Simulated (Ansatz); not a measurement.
SiH2Me(OMe) (C2H8OSi), relaxed as a singlet with RKS PBE0-D4/def2-SVP in Ansatz, starting from the GFN2-xTB geometry. Force threshold 0.02 eV/Å.

Start:

```xyz
12

C     0.310   -0.431   -1.993
C     0.355    0.558    2.016
O     0.495    0.256    0.663
Si   -0.653   -0.213   -0.385
H    -1.288   -1.463    0.055
H    -1.705    0.806   -0.502
H    -0.348   -0.809   -2.769
H     1.129   -1.134   -1.879
H     0.729    0.508   -2.343
H    -0.358    1.374    2.163
H     1.331    0.861    2.398
H     0.004   -0.312    2.575
```

| step | energy (eV) | largest force component (eV/Å) | SCF passes |
| --- | --- | --- | --- |
| 1 | -12116.1872 | 1.259 | 23 |
| 2 | -12116.2729 | 0.778 | 23 |
| 3 | -12116.2860 | 0.223 | 24 |
| 4 | -12116.2888 | 0.262 | 23 |
| 5 | -12116.2910 | 0.067 | 24 |
| 6 | -12116.2911 | 0.062 | 22 |
| 7 | -12116.2912 | 0.002 | 22 |

Force components are those of the run's own axes.

End:

```csv
atom,x (Å),y (Å),z (Å)
C1,0.281,-0.446,-2.039
C2,0.337,0.570,2.036
O3,0.593,0.288,0.691
Si4,-0.567,-0.212,-0.397
H5,-1.193,-1.491,0.077
H6,-1.655,0.817,-0.491
H7,-0.439,-0.778,-2.803
H8,1.075,-1.203,-1.960
H9,0.735,0.497,-2.378
H10,-0.398,1.387,2.160
H11,1.275,0.885,2.520
H12,-0.044,-0.313,2.583
```

By distances, no bond broke or formed. The bond that changes most is O3–Si4, from 1.62 to 1.67 Å (atoms count from 1).

No frequencies were taken in this run, so the end may be a saddle point.

Hardware: 2 threads of Intel Xeon Platinum 8375C on a shared host. Wall time 17 s.
